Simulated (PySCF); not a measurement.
Species: C₅H₈BFO₂.
Cartesian coordinates in Å at the PBE0-D3(BJ)/def2-SVP level; atoms count from 1:
```
atom  x, y, z in Å
O1     2.7245    0.2888   -0.9990
B2     1.9693    0.5231    0.1047
O3     2.5580    1.1186    1.1820
C4     0.4616    0.0989    0.0656
C5    -0.3838    0.0608    1.1099
C6    -1.7383   -0.4617    0.7316
F7    -2.7633    0.2823    1.2801
C8    -1.7255   -0.3794   -0.7931
C9    -0.2409   -0.3960   -1.1786
H10    3.6322    0.5889   -0.8765
H11    1.9438    1.2880    1.9018
H12   -0.1489    0.3121    2.1496
H13   -1.8729   -1.4971    1.1011
H14   -2.3273   -1.1589   -1.2807
H15   -2.1681    0.5972   -1.0465
H16    0.1064   -1.4187   -1.4111
H17   -0.0071    0.2078   -2.0689
```

Probes without a nucleus sit at each ring's centroid and 1 Å off its mean plane on both sides; NICS is minus the shielding there, NICSzz its component along the normal. Level: GIAO PBE0/pcSseg-1 (PySCF, non-relativistic, gas phase) on the PBE0-D3(BJ)/def2-SVP geometry, one conformer.

Ring bond lengths (Å), with Mayer bond orders in brackets: C4–C5 1.344 (1.82), C5–C6 1.500 (1.02), C6–C8 1.527 (1.03), C8–C9 1.534 (1.02), C9–C4 1.512 (1.03).

What do the NICS probes read (ppm)?

| ring | type | NICS(0) | NICS(1), two faces | NICS(1)zz, two faces | rms pucker (Å) | centre to ring atoms, mean (Å) |
| --- | --- | --- | --- | --- | --- | --- |
| C4–C5–C6–C8–C9 | 5-membered carbocycle; formal bonds 1 double, 4 single | -2.3 | -3.7 / -4.0 | -1.8 / -3.5 | 0.11 | 1.25 |

What do they say, and how far can they be read as aromaticity?

- C4–C5–C6–C8–C9: mean NICS(1)zz -2.7 ppm, near zero. C6, C8, C9 have four or more neighbours, so the value isn't read as a sign of a π ring current.

What is the mean of the two in-plane components of NICS at the second NICS(1) probe listed for ring C4–C5–C6–C8–C9, 1 Å off the ring?

The isotropic value is a third of the trace: (3 × -4.0 − (-3.5))/2 = -4.2 ppm.

What are the shieldings of the ring atoms and their hydrogens in the same run (means over atoms taken as equivalent)?

| atoms | environment | σ isotropic (ppm) |
| --- | --- | --- |
| C4 | fully substituted alkene carbon | 32.9 |
| C5 | alkene CH carbon | 33.0 |
| C6 | sp3 C–F carbon | 83.7 |
| C8 | ring CH2 carbon | 149.0 |
| C9 | allylic carbon | 149.2 |
| H12 | vinylic hydrogen | 24.97 |
| H13 | methine hydrogen | 25.60 |
| H14 | methylene hydrogen | 29.00 |
| H15 | methylene hydrogen | 29.46 |
| H16 | methylene hydrogen | 28.92 |
| H17 | methylene hydrogen | 28.65 |

How do the values depend on the level or the medium?

| level | NICS(0), C4–C5–C6–C8–C9 | mean NICS(1)zz, C4–C5–C6–C8–C9 |
| --- | --- | --- |
| PBE0/pcSseg-1, gas | -2.3 | -2.7 |
| mPW1PW91/pcSseg-1, gas | -2.4 | -2.7 |
| PBE0/pcSseg-1, IEF-PCM acetonitrile | -2.4 | -2.8 |
| PBE0/pcSseg-1, IEF-PCM methanol | -2.4 | -2.8 |

The geometry is the same throughout; the continuum's cavity takes Bondi-type radii × 1.2.
